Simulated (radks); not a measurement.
The numbers below are computed, except where a source is named.
All-electron atom: Cr8+ in [Ne] 3s2 3p4.

Level of theory: scalar-relativistic Kohn-Sham, BLYP, spin-polarised, spherical densities, finite nucleus; open shells are filled with parallel spins first; Fermi nuclear charge, rms radius 3.6452 fm (a radial shooting solver on a logarithmic mesh with Libxc functionals).

Energy parts (eV):
| part | energy |
|---|---|
| total | -27988.417 |
| kinetic | 28285.591 |
| electron-nucleus | -63874.492 |
| Hartree | 8787.703 |
| exchange-correlation | -1187.219 |

Orbitals (lengths in bohr, moments of r in powers of bohr; r(max) is where P^2 peaks; r(90%) holds 90 % of the orbital's charge):
| orbital | occ. | eigenvalue (eV) | <r^4> | r(max) | <r^2> | r(90%) |
|---|---|---|---|---|---|---|
| 1s up | 1 | -6066.447 | 0.00007591 | 0.04161 | 0.005433 | 0.114 |
| 1s down | 1 | -6065.324 | 0.00007588 | 0.04160 | 0.005431 | 0.113 |
| 2s up | 1 | -848.9945 | 0.01775 | 0.2432 | 0.1009 | 0.453 |
| 2s down | 1 | -848.0999 | 0.01766 | 0.2433 | 0.1007 | 0.453 |
| 2p up | 3 | -743.4545 | 0.01379 | 0.1972 | 0.08235 | 0.424 |
| 2p down | 3 | -742.1524 | 0.01373 | 0.1974 | 0.08228 | 0.424 |
| 3s up | 1 | -231.8552 | 0.8635 | 0.7384 | 0.7559 | 1.19 |
| 3s down | 1 | -227.2057 | 0.8825 | 0.7389 | 0.7624 | 1.20 |
| 3p up | 3 | -201.3996 | 0.9855 | 0.7400 | 0.7916 | 1.24 |
| 3p down | 1 | -196.8656 | 1.015 | 0.7408 | 0.8007 | 1.25 |
| 3d up | 0 | -154.8440 | 1.101 | 0.6701 | 0.7879 | 1.28 |
| 3d down | 0 | -150.8611 | 1.144 | 0.6668 | 0.7981 | 1.29 |
| 4s up | 0 | -100.2175 | 15.92 | 1.690 | 3.389 | 2.45 |
| 4s down | 0 | -99.0460 | 16.53 | 1.708 | 3.456 | 2.48 |

The highest occupied level is 3p down at -196.87 eV. Summed over all electrons, <r^2> = 5.400 bohr^2, which gives a Langevin (diamagnetic) susceptibility term of -4.28 x 10^-6 cm^3/mol. The spin density at the nucleus is -0.393 e/bohr^3 (1s -1.192, 2s 0.280, 3s 0.520). For comparison, the ionisation energy in NIST's Atomic Spectra Database is 209.5 eV (semi-empirical). In exact Kohn-Sham theory the highest level is minus the ionisation energy, but local and semilocal functionals leave it too shallow, through self-interaction and a potential that decays too fast; potentials with the right tail come closer. The density falls to 0.001 e/bohr^3 at r = 2.03 bohr. Spin moment in Bohr magnetons: 2. The electron density at the nucleus is 1.155e+04 e/bohr^3 (large components only).
